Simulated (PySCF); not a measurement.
BaF2, charge +1, doublet, geometry from GFN2-xTB (such geometries of metal compounds can be far from the true shape) (a state made from the parent by changing its charge; the spin is typed, not shown lowest) (core potentials on Ba). Base run: CASSCF(3,5)/def2-SVP in PySCF.

PySCF was given this input:
```python
from pyscf import gto, scf, mcscf
import numpy

mol = gto.M(
    atom='''
Ba    0.42804912    0.06039770   -0.06732969
F    -1.65166772    0.95085836   -0.80315436
F    -1.01174903   -1.32666624    1.22209468
''',
    basis='def2-svp',
    ecp={'Ba': 'def2-svp'},
    charge=1,
    spin=1,
    verbose=4,
)

mf = scf.ROHF(mol)
mf.kernel()
mc = mcscf.CASSCF(mf, 5, 3)
mc.fix_spin_(ss=0.75)
mc.kernel()
occ = numpy.linalg.eigvalsh(mc.fcisolver.make_rdm1(mc.ci, mc.ncas, mc.nelecas))[::-1]
ss = mc.fcisolver.spin_square(mc.ci, mc.ncas, mc.nelecas)[0]
print('natural occupations', occ.round(4), ' <S^2>', round(ss, 4))
```

Variants of this job, named by their change:

| change | ΔE vs base (kcal/mol) | natural occupations | <S^2> of the state | core-seconds (rough) | outcome |
|---|---|---|---|---|---|
| base | 0.000 | 1.99 1.00 0.01 0.00 0.00 | 0.75 | 20 | converged |
| active space = 7 electrons, 7 orbitals | -49.26 | 1.98 1.98 1.98 1.00 0.02 0.02 0.02 | 0.75 | 10 | converged |
| active space = 5 electrons, 6 orbitals | -21.63 | 1.98 1.98 1.00 0.02 0.02 0.00 | 0.75 | 20 | converged |
| active space = 9 electrons, 7 orbitals | - | - | - | - | not converged |
| fix_spin_ = off | -0.001 | 1.99 1.00 0.01 0.00 0.00 | 0.75 | 20 | converged |
| conv_tol = 1e-5 | 1.10 | 1.99 1.00 0.01 0.00 0.00 | 0.75 | 9 | converged |
| correction = SC-NEVPT2 | -241.0 | 1.99 1.00 0.01 0.00 0.00 | 0.75 | 20 | converged |
| state_average = 2 states | 20.52 | - | - | 10 | converged |
| orbitals = fixed (CASCI); correction = SC-NEVPT2 | -254.3 | 2.00 1.00 0.00 0.00 0.00 | 0.75 | 1 | converged |
| active space = 7 electrons, 9 orbitals | -58.60 | 1.98 1.98 1.98 1.00 0.02 0.02 0.02 0.00 0.00 | 0.75 | 20 | converged |
| solver = newton | -0.001 | 1.99 1.00 0.01 0.00 0.00 | 0.75 | 20 | converged |

Active orbitals are taken around the Fermi level unless the row says otherwise; CASSCF can end in different local minima, and two programs can end on different orbitals. State-averaged rows give the lowest state.

Open shells are given as the SCF converged; they aren't shown to be the lowest states, and a large step between rows can be another state.
